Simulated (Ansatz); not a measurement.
`[OH][Cd][Br]` + CH₃SH → `C[S][Cd][OH]` + HBr at 700 K and 1 bar (ligand exchange at a Cd–Br bond).

Computed with Ansatz on PBE0-D4/def2-TZVP structures; ΔE is electronic, products minus reactants. CCSD(T)/CBS is the MP2 limit (def2-TZVPP, def2-QZVPP) plus CCSD(T) − MP2 in def2-TZVPP, frozen cores. This one scheme is used for every species. Elements past krypton have def2 core potentials. For Br, Cd outer-core shells are correlated without core-valence functions, which leaves a few kJ/mol of doubt a bond. Scalar relativity is left out up to krypton. Each species was taken in one conformer, which may not be the lowest.

```
       species  CCSD(T)/CBS energy (Eh)  H − E (kJ/mol)  S (J/(mol·K))
`[OH][Cd][Br]`              -2816.86459            77.8          369.0
         CH₃SH               -438.22835           160.2          309.0
`C[S][Cd][OH]`               -681.14943           202.4          454.8
           HBr              -2573.91920            36.5          223.7
```

H − E and S are ideal-gas, rigid-rotor, harmonic terms from PBE0-D4/def2-TZVP, for one conformer and one mirror image of each species. 1 Eh = 2625.50 kJ/mol, R = 8.31446 J/(mol·K).

Question: By hand: ΔE, ΔH, ΔS and ΔG.

Answer: ΔE = (-681.14943) + (-2573.91920) − (-2816.86459) − (-438.22835) = 0.02431 Eh = 63.8 kJ/mol. Δ(H − E) = 202.4 + 36.5 − 77.8 − 160.2 = 0.9, so ΔH = 64.7 kJ/mol. ΔS = 454.8 + 223.7 − 369.0 − 309.0 = 0.5 J/(mol·K). ΔG = 64.7 − 700 × (0.5)/1000 = 64.4 kJ/mol.

Question: By hand: the equilibrium constant, and the temperature at which ΔG would vanish if ΔH and ΔS stayed fixed.

Answer: log₁₀ K = −ΔG/(RT ln 10) = -4.8. ΔG = 0 at ΔH/ΔS = 129400 K, far beyond where these terms or the molecules hold.

The number of gas molecules stays the same, so ΔS is small and ΔH decides. A doubt of 5 kJ/mol in ΔE shifts log₁₀ K by 0.4 here. Other conformers and mirror images would add mixing entropy, several J/(mol·K) or more a flexible species. These are equilibria of isolated gas molecules and say nothing of rates. Largest T1 diagnostic: 0.015 (customary marks: 0.02 for closed shells, 0.045 for open ones).
